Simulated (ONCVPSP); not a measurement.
An all-electron radial function and its pseudo partner (thallium (Tl))

Columns: radius, all-electron u(r) and pseudo u(r) of the 5s shell (level -131.04 eV) of thallium in the configuration [Kr] 4d10 4f14 5s2 5p6 5d10 6s2 6p1; PBEsol, scalar-relativistic, ONCV scheme, ONCVPSP 4.0.1.

```json
{"r (bohr)": "0.070", "all-electron": "-0.1048", "pseudo": "0.0603"}
{"r (bohr)": "0.140", "all-electron": "0.4854", "pseudo": "0.1320"}
{"r (bohr)": "0.210", "all-electron": "-0.1196", "pseudo": "0.2235"}
{"r (bohr)": "0.280", "all-electron": "-0.6606", "pseudo": "0.3390"}
{"r (bohr)": "0.350", "all-electron": "-0.6592", "pseudo": "0.4768"}
{"r (bohr)": "0.420", "all-electron": "-0.2814", "pseudo": "0.6298"}
{"r (bohr)": "0.490", "all-electron": "0.2129", "pseudo": "0.7867"}
{"r (bohr)": "0.560", "all-electron": "0.6596", "pseudo": "0.9342"}
{"r (bohr)": "0.630", "all-electron": "0.9881", "pseudo": "1.0587"}
{"r (bohr)": "0.700", "all-electron": "1.1882", "pseudo": "1.1494"}
{"r (bohr)": "0.770", "all-electron": "1.2770", "pseudo": "1.1992"}
{"r (bohr)": "0.840", "all-electron": "1.2805", "pseudo": "1.2057"}
{"r (bohr)": "0.910", "all-electron": "1.2255", "pseudo": "1.1715"}
{"r (bohr)": "0.980", "all-electron": "1.1340", "pseudo": "1.1029"}
{"r (bohr)": "1.050", "all-electron": "1.0236", "pseudo": "1.0095"}
{"r (bohr)": "1.120", "all-electron": "0.9064", "pseudo": "0.9018"}
{"r (bohr)": "1.190", "all-electron": "0.7908", "pseudo": "0.7897"}
{"r (bohr)": "1.260", "all-electron": "0.6818", "pseudo": "0.6815"}
{"r (bohr)": "1.330", "all-electron": "0.5821", "pseudo": "0.5819"}
{"r (bohr)": "1.400", "all-electron": "0.4933", "pseudo": "0.4931"}
{"r (bohr)": "1.470", "all-electron": "0.4153", "pseudo": "0.4152"}
{"r (bohr)": "1.540", "all-electron": "0.3478", "pseudo": "0.3477"}
{"r (bohr)": "1.610", "all-electron": "0.2899", "pseudo": "0.2898"}
{"r (bohr)": "1.680", "all-electron": "0.2408", "pseudo": "0.2407"}
{"r (bohr)": "1.750", "all-electron": "0.1993", "pseudo": "0.1993"}
{"r (bohr)": "1.820", "all-electron": "0.1646", "pseudo": "0.1645"}
```

(1) How many radial nodes do the two functions have?

(2) At about which radius was the pseudo-wave matched?

(3) Is the pseudo-wave norm-conserving?

Answers

(1) The all-electron 5s function has n − l − 1 = 4 (the table is too coarse to show those close to the nucleus); the pseudo-wave has 0, since the states of the same l below it are removed with the core.

(2) 1.30 bohr, where the columns begin to agree (steps of 0.07 bohr).

(3) Yes: the ONCV scheme keeps the norm inside the radius equal to the all-electron one, which fixes the energy derivative of the logarithmic derivative at the level.
